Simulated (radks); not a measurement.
The thulium ion Tm15+, 54 electrons, occupied as [Kr] 4d10 4f8.

Calculated with a radial shooting solver on a logarithmic mesh with Libxc functionals: non-relativistic Kohn-Sham, PBE, spin-polarised, spherical densities, point nucleus; open shells are filled with parallel spins first (spin-orbit coupling, left out, can overturn this in heavy ions); relativity is left out, which matters for an element this heavy.

Energy parts (eV):
part                      energy
total                 -350189.20
kinetic                350106.41
electron-nucleus      -815177.78
Hartree                121986.22
exchange-correlation    -7104.05

Orbitals (lengths in bohr, moments of r in powers of bohr; r(90%) holds 90 % of the orbital's charge):
orbital  occ.  eigenvalue (eV)  r(90%)  <1/r>      <r>
1s down     1        -55413.25  0.0390  68.46  0.02197
1s up       1        -55413.23  0.0390  68.46  0.02197
2s up       1        -9238.636   0.143  15.99  0.09314
2s down     1        -9238.477   0.143  15.99  0.09314
2p up       3        -8839.476   0.127  16.02  0.07888
2p down     3        -8839.394   0.127  16.02  0.07888
3s up       1        -2319.871   0.348  6.094   0.2383
3s down     1        -2315.221   0.347  6.102   0.2381
3p up       3        -2138.304   0.340  6.039   0.2282
3p down     3        -2134.094   0.339  6.048   0.2279
3d up       5        -1799.760   0.312  5.950   0.2012
3d down     5        -1796.762   0.311  5.958   0.2009
4s up       1        -702.4071   0.753  2.656   0.5268
4s down     1        -695.3329   0.753  2.650   0.5274
4p up       3        -628.2838   0.772  2.570   0.5343
4p down     3        -621.2433   0.773  2.564   0.5351
4d up       5        -494.2610   0.816  2.393   0.5496
4d down     5        -487.2380   0.818  2.385   0.5510
4f up       7        -321.9804   0.914  2.073   0.5812
4f down     1        -314.8080   0.924  2.061   0.5858
5s up       0        -304.9191    1.49  1.265    1.068
5s down     0        -301.3346    1.50  1.254    1.074
5p up       0        -277.3586    1.56  1.205    1.114
5p down     0        -273.9902    1.57  1.195    1.120

The highest occupied level is 4f down at -314.81 eV. Virial ratio -V/T = 2.00024. Spin moment in Bohr magnetons: 6. The spin density at the nucleus is -4.667 e/bohr^3 (1s 0.022, 2s -0.712, 3s -7.094, 4s 3.117). For comparison, the ionisation energy in NIST's Atomic Spectra Database is 352 eV (theoretical). In exact Kohn-Sham theory the highest level is minus the ionisation energy, but local and semilocal functionals leave it too shallow, through self-interaction and a potential that decays too fast; potentials with the right tail come closer. The density falls to 0.001 e/bohr^3 at r = 1.76 bohr.
